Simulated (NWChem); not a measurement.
# InClF$_{2}$; SMILES [Cl][In]([F])[F]

Computed with NWChem. All runs use the structure optimised with PBE0/def2-SVP. def2 effective core potentials on In; no spin-orbit coupling. Level SCAN/def2-SVP: energy and gradient on several grids; changes count from the extra-fine grid, which is no exact limit either.

| grid | size of the energy change (μHa) | largest change of a gradient component (μHa/bohr) |
|---|---|---|
| xcoarse | 3000 | 7000 |
| coarse | 20000 | 900 |
| medium | 8000 | 300 |
| fine | 2000 | 90 |
| xfine | < 10 | < 30 |
